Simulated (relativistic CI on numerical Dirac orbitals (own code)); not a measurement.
## Spin-allowed bands of a d7 ion in a tetrahedral site, by hand

Problem. Take Δ = 9750 cm⁻¹ and B = 990 cm⁻¹ for a d7 ion in a tetrahedral site. Calculate the three spin-allowed bands.

Working.
1. The terms of highest spin are 4F (energy 0) and 4P (15B = 14850 cm⁻¹). Here the F term splits into A2 at −1.2Δ = -11700, T2 at −0.2Δ = -1950 and T1 at +0.6Δ = 5850 cm⁻¹.
2. The two T1 states mix through the element 0.4Δ: H = [[5850, 3900], [3900, 14850]], with roots ½(H₁₁ + H₂₂) ∓ ½√[(H₂₂ − H₁₁)² + 4H₁₂²] = ½(20700) ∓ ½(11910) = 4395 and 16305 cm⁻¹.
3. The ground term is 4A2 at -11700 cm⁻¹.
4. Bands: 4T2 9750 cm⁻¹ (1026 nm), 4T1(F) 16095 cm⁻¹ (621 nm), 4T1(P) 28005 cm⁻¹ (357 nm).

Check. Exact diagonalisation of the whole d7 shell with these parameters gives 4T2 9750, 4T1 16095, 4T1 28005 cm⁻¹. The match is exact, since without spin-orbit coupling no other term has this spin. The ratio of the second band to the first, 1.651, depends on Δ/B = 9.8 alone, which is how a Tanabe-Sugano diagram is read.
